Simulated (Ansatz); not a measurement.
**Which is lower?**

The two ends of one reaction step of Ge₄H₁₁OF, closed shell (PBE0-D4/def2-TZVP).

A:

| atom | x (Å) | y (Å) | z (Å) |
| --- | --- | --- | --- |
| Ge1 | -0.3222 | 0.2370 | 0.0417 |
| Ge2 | 2.0205 | -0.4173 | -0.0975 |
| Ge3 | -0.9134 | 2.0526 | -1.4673 |
| Ge4 | -1.0791 | 0.6130 | 2.3243 |
| F5 | -1.3358 | -1.1255 | -0.5158 |
| H6 | 0.5479 | -3.8031 | -0.7460 |
| O7 | 0.5843 | -2.9869 | -1.2482 |
| H8 | 2.3319 | -1.5871 | 0.8408 |
| H9 | 2.4507 | -0.6958 | -1.5382 |
| H10 | 2.7704 | 0.8325 | 0.4181 |
| H11 | -2.4168 | 2.3527 | -1.3709 |
| H12 | -0.5523 | 1.6786 | -2.9121 |
| H13 | -0.1221 | 3.3056 | -1.0559 |
| H14 | -0.2847 | 1.7880 | 2.9190 |
| H15 | -2.5759 | 0.9574 | 2.3408 |
| H16 | -0.8319 | -0.6417 | 3.1757 |
| H17 | -0.2714 | -2.5601 | -1.1083 |

B:

Ge1  (-1.535, -0.312, -0.209)
Ge2  (2.672, -0.004, 0.016)
Ge3  (-0.735, 1.303, -1.841)
Ge4  (-0.860, -0.326, 2.138)
F5  (-3.273, -0.071, -0.104)
H6  (1.816, -1.186, -0.458)
O7  (-1.319, -1.900, -0.976)
H8  (3.515, -0.424, 1.227)
H9  (3.584, 0.470, -1.122)
H10  (1.742, 1.149, 0.430)
H11  (-1.773, 1.404, -2.966)
H12  (0.615, 0.851, -2.413)
H13  (-0.568, 2.668, -1.159)
H14  (0.544, -0.929, 2.297)
H15  (-0.861, 1.109, 2.685)
H16  (-1.866, -1.179, 2.925)
H17  (-1.699, -2.623, -0.469)
(Å)

Computed with Ansatz 0.2.0 (basis: def2-TZVPP); correlated methods freeze the cores. Filled d shells of the heavier atoms are correlated. The def2 sets are not built for correlating such inner shells, so the correlated values are less sure here. B3LYP uses VWN-RPA correlation.

**Question.** Which structure is lower at CCSD(T), and by how much? (To be estimated.)

**Answer.** Computed: A, by 8.9 kJ/mol (electronic energy, against the other). By their contacts, A is a complex of Ge₄H₉F ([F][Ge]([GeH3])([GeH3])[GeH3]) + H₂O and B is a complex of Ge₃H₇OF ([OH][Ge]([F])([GeH3])[GeH3]) + GeH₄.

**Question.** Do the other methods give the same order? (Judge from chemistry; the calculation decides.)

**Answer.** By the calculation: Not all: B97M-V, HF give the other order.

```
      method  E(B) − E(A) (kJ/mol)
       SPW92                  22.8
      PBE-D4                  20.1
     BLYP-D4                  11.6
   r2SCAN-D4                  12.2
      B97M-V                  -1.4
     PBE0-D4                  19.9
    B3LYP-D4                  12.3
  r2SCAN0-D4                  14.8
    BHLYP-D4                  10.7
CAM-B3LYP-D4                   6.9
     wB97X-V                   5.3
     wB97M-V                   9.8
      B2PLYP                  11.0
    PBE-QIDH                  15.4
  RPA on PBE                   4.6
          HF                  -3.3
         MP2                  10.5
        CCSD                   8.1
     CCSD(T)                   8.9
```

No T1 diagnostic of these runs exceeds 0.013.

Labels in which every atom is bracketed show which atoms are joined, not bond orders.

For scale, one of the runs: CCSD(T)/def2-TZVPP, 408 basis functions, launched by `ansatz run in.yaml --threads 4 --pin off --events-out ev --progress --plain --max-ram 63488MiB --backend cuda --devices 0, --max-vram 37GiB`. Time: 62 s of wall clock on 4 CPU threads of an AMD EPYC 7R13 and a share of one NVIDIA H100; the host was shared. Peak host memory: 0.91 GiB.
